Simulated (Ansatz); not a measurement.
Total energies of `C=[CH][GaH][Cl]`.

```xyz
8

C     0.6176   -0.6015   -1.2003
C    -0.4113   -0.1028   -0.5165
Ga   -0.1743    0.5363    1.2962
Cl   -1.9221    1.3153    2.2850
H     1.6166   -0.6689   -0.7758
H     0.5156   -0.9684   -2.2194
H    -1.3879   -0.0601   -0.9926
H     1.1458    0.5500    2.1235
```

The species carries charge 0 and has multiplicity 1. Correlated methods include outer-core shells of Ga, which these sets cover unevenly. Scalar relativity is left out up to krypton. All single points use the PBE0-D4/def2-TZVP geometry. It is one conformer, not always the lowest. Basis def2-TZVPP, Ansatz.

RPA on PBE orbitals: Hartree–Fock energy of these orbitals -2460.82938 Eh, correlation -1.19672 Eh (frozen core).

| functional | energy without D4 (Eh) | D4 term (kJ/mol) |
| --- | --- | --- |
| LDA (SPW92) | -2458.47600 | – |
| PBE | -2463.14844 | -16.7 |
| BLYP | -2463.76794 | -36.0 |
| r2SCAN | -2463.65019 | -3.9 |
| B97M-V | -2463.25682 | – |
| B3LYP | -2463.81191 | -27.1 |
| r2SCANh | -2463.63469 | -4.3 |
| r2SCAN0 | -2463.61287 | -4.7 |
| HSE06 (plane-wave form) | -2463.22345 | -13.3 |
| BHLYP | -2463.66666 | -22.9 |
| CAM-B3LYP | -2463.82673 | -14.6 |
| LC-ωPBE | -2463.30716 | – |
| B2PLYP | -2463.17382 | – |
| PBE-QIDH | -2462.80475 | – |

**Question.** Give the same for revPBE, PBE0, ωB97X-V, ωB97M-V. (Estimate.)

**Answer.** Computed: 
```csv
functional,energy without D4 (Eh),D4 term (kJ/mol)
revPBE,-2463.49171,-46.0
PBE0,-2463.23646,-14.2
ωB97X-V,-2463.47174,–
ωB97M-V,-2463.57262,–
```

B3LYP takes the VWN-RPA correlation (the form of Gaussian; ORCA's B3LYP/G). HSE06 is the plane-wave form, built on full-range PBE exchange. The double hybrids freeze the cores in their second-order part.

LC-ωPBE has ω = 0.4 bohr⁻¹.
